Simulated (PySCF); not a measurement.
C₅H₅, charge +1, multiplicity 1. Atoms are numbered in the order given.

```xyz
10

C      0.0000     0.0000     1.1636
C      0.0000    -1.2023     0.3509
C      0.0000    -0.7863    -0.9360
C      0.0000     0.7863    -0.9360
C      0.0000     1.2023     0.3509
H      0.0000     0.0000     2.2611
H      0.0000    -2.2223     0.7319
H      0.0000    -1.3960    -1.8425
H      0.0000     1.3960    -1.8425
H      0.0000     2.2223     0.7319
```
Charge +1, spin multiplicity 1.

Coordinates come from a B3LYP-D3(BJ)/def2-SVP optimisation. The spin state was assumed, not searched. The isomer is the one that the SMILES or the coordinates give; other isomers of the formula were not compared.

Computed with r2SCAN/def2-TZVP in PySCF.

Symmetry labels are those of the subgroup C2v that the program uses (full group C2v).

Computed valence orbital energies around the gap with their symmetry:
| orbital | symmetry | energy (eV) |
|---|---|---|
| HOMO−7 | A1 | -20.22 |
| HOMO−6 | A1 | -19.54 |
| HOMO−5 | B2 | -16.60 |
| HOMO−4 | A1 | -16.10 |
| HOMO−3 | B2 | -15.98 |
| HOMO−2 | B1 | -15.84 |
| HOMO−1 | A1 | -15.46 |
| HOMO | A2 | -12.15 |
| LUMO | B1 | -11.52 |
| LUMO+1 | A2 | -5.57 |
| LUMO+2 | B1 | -5.43 |
| LUMO+3 | A1 | -3.13 |
